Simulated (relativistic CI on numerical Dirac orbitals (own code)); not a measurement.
Ni⁺ in a cubic cluster: L2,3 absorption with charge transfer

Computed with a charge-transfer multiplet model of a cubic metal-ligand cluster with up to one ligand hole, Slater and spin-orbit integrals from Dirac-Coulomb-Breit ions, Slater integrals scaled by 0.7. The ground state mixes d9 with configurations of k ligand holes L, whose averages lie at kΔ + k(k − 1)U_dd/2; a core hole lowers each added d electron by U_cd. 300 K, Lorentzian 0.4 eV and Gaussian 0.3 eV FWHM.

Atomic integrals in eV (Slater integrals scaled, ζ unscaled), ground: F2dd 8.519, F4dd 5.287, zeta_d 0.072; with the core hole: F2dd 8.519, F4dd 5.287, zeta_d 0.080, zeta_core 11.421.

Cluster parameters (eV): U_dd = 8.1, U_cd = 10, 10Dq = 1.1, 10Dq(ligand) = 0.3, V(eg) = 2.45, V(t2g) = -1.08, final-state hopping factor = 0.9.

```json
{"Case": "Δ = 1.3 eV", "n_d": "9.33", "d9": "0.67", "d10L": "0.33", "S": "0.50"}
{"Case": "Δ = 3.3 eV", "n_d": "9.19", "d9": "0.81", "d10L": "0.19", "S": "0.50"}
{"Case": "Δ = 4.3 eV", "n_d": "9.15", "d9": "0.85", "d10L": "0.15", "S": "0.50"}
{"Case": "Δ = 5.3 eV", "n_d": "9.12", "d9": "0.88", "d10L": "0.12", "S": "0.50"}
{"Case": "Δ = 6.3 eV", "n_d": "9.09", "d9": "0.91", "d10L": "0.09", "S": "0.50"}
```

Weights, n_d and S are thermal averages at 300 K. Photon energies count from the first peak over 30 % of the highest in each spectrum, which can be another peak from case to case. The parameters are a model scan and need not match a compound or its usual spin state. Peaks in eV (height, largest 100):
- Δ = 1.3 eV: 0.0 (100), 17.1 (44)
- Δ = 3.3 eV: 0.0 (100), 17.1 (43)
- Δ = 4.3 eV: 0.0 (100), 17.1 (42)
- Δ = 5.3 eV: 0.0 (100), 17.1 (42)
- Δ = 6.3 eV: 0.0 (100), 17.1 (41)

Curve for Δ = 6.3 eV (points under 2 left out, the grid thinned):

```csv
E (eV),Intensity
-1.6,2.0
-1.5,2.3
-1.4,2.7
-1.2,3.6
-1.1,4.3
-1.0,5.3
-0.9,6.5
-0.8,8.3
-0.7,10.9
-0.5,21.3
-0.4,32.0
-0.3,48.9
-0.2,71.5
-0.1,92.5
0.1,88.7
0.2,66.4
0.3,44.7
0.4,29.2
0.5,19.6
0.6,13.8
0.8,7.8
0.9,6.2
1.0,5.0
1.1,4.2
1.2,3.5
1.4,2.6
1.5,2.3
16.1,2.1
16.2,2.5
16.3,3.2
16.4,4.1
16.6,7.9
16.7,11.6
16.8,17.8
16.9,26.6
17.0,36.0
17.2,39.2
17.3,30.8
17.4,21.3
17.5,13.9
17.6,9.2
17.7,6.4
17.9,3.6
18.0,2.8
18.1,2.2
```

For the case Δ = 3.3 eV, Δ = 3.3 eV is smaller than U_dd = 8.1 eV, the charge-transfer side of the Zaanen-Sawatzky-Allen scheme.
